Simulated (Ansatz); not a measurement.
Cost against result

Saddle point of SiN$_{2}$H$_{9}$OF, singlet (SiN₂H₆ ([NH2][SiH2][NH2]) + H₂O + HF → SiNH₅O ([NH2][SiH2][OH]) + NH₃ + HF; bonds formed: Si1–O7, N2–H8, H6–F9; bonds broken: Si1–N2, H6–O7, H8–F9), PBE0-D4/def2-TZVP structure:

```xyz
14
angstrom
Si -0.7967 -0.0781 -0.4329
N 0.5964 -1.2643 -0.0946
H -1.3380 -0.8856 -1.5944
H -1.8363 -0.2895 0.5979
N -0.4701 1.3429 -1.3318
H 0.4810 0.2879 1.7904
O 0.0828 1.0031 1.1351
H 0.8869 -1.2225 1.0303
F 1.0623 -0.8703 2.2421
H 1.4098 -1.0195 -0.6531
H 0.3195 -2.1992 -0.3767
H -0.8120 1.3819 -2.2774
H -0.4103 2.2554 -0.9129
H 0.8247 1.5578 0.8779
```

Barriers are electronic and count from the start structure reached by relaxing down the imaginary mode.

Program: Ansatz 0.2.0. Basis: as named in each row. Cores are frozen in the correlated methods. B3LYP uses VWN-RPA correlation. Extrapolation: Hartree–Fock as exp(−7.88 √X), correlation as X^−2.97.

Times are rough, for one single point on 8 threads of a shared host (Intel Xeon).

The estimate by CCSD(T) at an estimated basis limit (MP2 extrapolated from triple and quadruple zeta, plus CCSD(T) − MP2 in triple zeta) is 11.74 kcal/mol.

```json
{"method": "HF", "basis": "STO-3G", "time (s)": "2", "barrier (kcal/mol)": "25.53", "method less estimate": "13.79"}
{"method": "PBE-D4", "basis": "STO-3G", "time (s)": "3", "barrier (kcal/mol)": "-18.65", "method less estimate": "-30.38"}
{"method": "SPW92", "basis": "def2-SVP", "time (s)": "4", "barrier (kcal/mol)": "-2.92", "method less estimate": "-14.66"}
{"method": "B3LYP-D4", "basis": "6-31G", "time (s)": "4", "barrier (kcal/mol)": "1.45", "method less estimate": "-10.29"}
{"method": "PBE-D4", "basis": "def2-SVP", "time (s)": "4", "barrier (kcal/mol)": "4.94", "method less estimate": "-6.79"}
{"method": "PBE0-D4", "basis": "def2-SVP", "time (s)": "5", "barrier (kcal/mol)": "7.35", "method less estimate": "-4.39"}
{"method": "SPW92", "basis": "def2-TZVPP", "time (s)": "9", "barrier (kcal/mol)": "0.26", "method less estimate": "-11.48"}
{"method": "BLYP-D4", "basis": "def2-TZVPP", "time (s)": "10", "barrier (kcal/mol)": "11.03", "method less estimate": "-0.71"}
{"method": "wB97M-V", "basis": "def2-SVP", "time (s)": "11", "barrier (kcal/mol)": "7.48", "method less estimate": "-4.26"}
{"method": "PBE-D4", "basis": "def2-TZVPP", "time (s)": "11", "barrier (kcal/mol)": "8.07", "method less estimate": "-3.67"}
{"method": "PBE0-D4", "basis": "def2-TZVPP", "time (s)": "11", "barrier (kcal/mol)": "9.85", "method less estimate": "-1.88"}
{"method": "B3LYP-D4", "basis": "def2-TZVPP", "time (s)": "11", "barrier (kcal/mol)": "12.12", "method less estimate": "0.38"}
{"method": "BHLYP-D4", "basis": "def2-TZVPP", "time (s)": "11", "barrier (kcal/mol)": "14.03", "method less estimate": "2.30"}
{"method": "CAM-B3LYP-D4", "basis": "def2-TZVPP", "time (s)": "11", "barrier (kcal/mol)": "11.16", "method less estimate": "-0.58"}
{"method": "r2SCAN-D4", "basis": "def2-TZVPP", "time (s)": "12", "barrier (kcal/mol)": "7.94", "method less estimate": "-3.80"}
{"method": "r2SCAN0-D4", "basis": "def2-TZVPP", "time (s)": "14", "barrier (kcal/mol)": "9.66", "method less estimate": "-2.08"}
{"method": "B97M-V", "basis": "def2-TZVPP", "time (s)": "17", "barrier (kcal/mol)": "11.16", "method less estimate": "-0.57"}
{"method": "wB97X-V", "basis": "def2-TZVPP", "time (s)": "17", "barrier (kcal/mol)": "10.67", "method less estimate": "-1.07"}
{"method": "wB97M-V", "basis": "def2-TZVPP", "time (s)": "18", "barrier (kcal/mol)": "10.25", "method less estimate": "-1.48"}
{"method": "CCSD(T)", "basis": "def2-SVP", "time (s)": "19", "barrier (kcal/mol)": "11.57", "method less estimate": "-0.16"}
{"method": "PBE-QIDH", "basis": "def2-TZVPP", "time (s)": "20", "barrier (kcal/mol)": "10.56", "method less estimate": "-1.18"}
{"method": "RPA on PBE", "basis": "def2-TZVPP", "time (s)": "21", "barrier (kcal/mol)": "11.19", "method less estimate": "-0.55"}
{"method": "B2PLYP", "basis": "def2-TZVPP", "time (s)": "22", "barrier (kcal/mol)": "12.47", "method less estimate": "0.73"}
{"method": "MP2", "basis": "def2-QZVPP", "time (s)": "76", "barrier (kcal/mol)": "10.93", "method less estimate": "-0.81"}
{"method": "CCSD(T)", "basis": "def2-TZVPP", "time (s)": "310", "barrier (kcal/mol)": "11.60", "method less estimate": "-0.14"}
```

All methods are single points on the PBE0-D4 structures; a negative value means that the method puts the saddle structure below the start.

The T1 diagnostic stays at or below 0.011.

Labels in which every atom is bracketed show which atoms are joined, not bond orders.
